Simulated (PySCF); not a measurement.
A species of formula C3H13N3Si3 has this rotational fingerprint, computed with PBE0/pcSseg-1 in PySCF (dipole) on a GFN2-xTB geometry, gas phase:

* Rotational constants: A = 1967, B = 717.4, C = 567.7 MHz
* Dipole components: |μa| = 0.22 D, |μb| = 0.04 D, |μc| = 0.11 D
* Inertial defect: -71.21 u·Å²
* κ: -0.79

**Question.** Which structure is it? (One computed conformer of each.)
A. `[CH2:1]1[CH2:2][CH:3]1[N:4]1[SiH2:5][NH:6][SiH2:7][NH:8][SiH2:9]1` with C2–C3–N4–Si5 -16°, C1–C2–C3–N4 111°, C3–N4–Si5–N6 -158°, N4–Si5–N6–Si7 -39°, Si5–N6–Si7–N8 19°
B. `[CH3:1][NH:2][Si@H:3]([CH2:4][SiH2:5][C:6]#[N:7])[SiH2:8][NH2:9]` with C1–N2–Si3–C4 179°, N2–Si3–C4–Si5 43°, Si3–C4–Si5–C6 -71°, N2–Si3–Si8–N9 -167°, Si3–Si8–N9–H -65° and 71°
C. `[CH2:1]1[CH2:2][CH:3]1[SiH:4]1[NH:5][SiH2:6][NH:7][SiH2:8][NH:9]1` with C2–C3–Si4–N5 -20°, C1–C2–C3–Si4 108°, C3–Si4–N5–Si6 150°, Si4–N5–Si6–N7 1°, N5–Si6–N7–Si8 -35°

**Answer.** A. It is C1CC1N1[SiH2]N[SiH2]N[SiH2]1, an asymmetric top, point group C1. The candidates at the same level (rigid rotor, commonest isotopes):

| SMILES | A (MHz) | B (MHz) | C (MHz) | μa (D) | μb (D) | μc (D) | Δ (u·Å²) | point group | rotor |
| --- | --- | --- | --- | --- | --- | --- | --- | --- | --- |
| CN[Si@H](C[SiH2]C#N)[SiH2]N | 1441 | 507.9 | 415.9 | 2.14 | 2.54 | 1.94 | -130.52 | C1 | asymmetric top |
| C1CC1N1[SiH2]N[SiH2]N[SiH2]1 | 1967 | 717.4 | 567.7 | 0.22 | 0.04 | 0.11 | -71.21 | C1 | asymmetric top |
| C1CC1[SiH]1N[SiH2]N[SiH2]N1 | 1820 | 674.6 | 541.3 | 0.55 | 0.10 | 0.45 | -93.17 | C1 | asymmetric top |

`C1CC1[SiH]1N[SiH2]N[SiH2]N1` has A 7 % too low; `CN[Si@H](C[SiH2]C#N)[SiH2]N` has B 29 % too low. No structure here is proved a minimum.
